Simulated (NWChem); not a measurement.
System: AlPH$_{4}$O$_{2}$; SMILES [OH][Al]([OH])[PH2]

The following NWChem deck was run.

```
start job
memory heap 200 mb stack 900 mb global 1100 mb
geometry units angstroms noautosym nocenter noautoz
  Al     0.011413    -0.392063     0.000000
  O     -0.031728    -1.186157    -1.517459
  H     -0.095038    -2.141318    -1.633481
  O     -0.031728    -1.186157     1.517459
  H     -0.095038    -2.141318     1.633481
  P     -0.030592     1.933663     0.000000
  H      0.929266     2.052673     1.047173
  H      0.929266     2.052673    -1.047173
end
basis spherical
  * library pcsseg-1
end
dft
  xc slater vwn_5
  iterations 150
end
property
  shielding 5 1 2 3 6 7
end
task dft property
```

Coordinates come from a B3LYP/6-31G* (spherical d) optimisation.

GIAO values for the isolated, static molecule; σ is the absolute isotropic shielding, δ = σ(reference) − σ with the isolated reference molecule computed at the same levels (1H: tetramethylsilane, 17O: water, 31P: phosphine).

Atoms are numbered as in the input.

What results follow from this input? (LDA (Slater exchange, VWN5)/pcSseg-1, GIAO.) Quantities: σ Al1 (ppm); δ O2 (ppm); δ H3 (ppm); δ P6 (ppm); δ H7 (ppm).


```
Item         Value
-----------  -----
σ Al1 (ppm)  384.5
δ O2 (ppm)    66.2
δ H3 (ppm)    2.31
δ P6 (ppm)   -68.6
δ H7 (ppm)    1.12
```
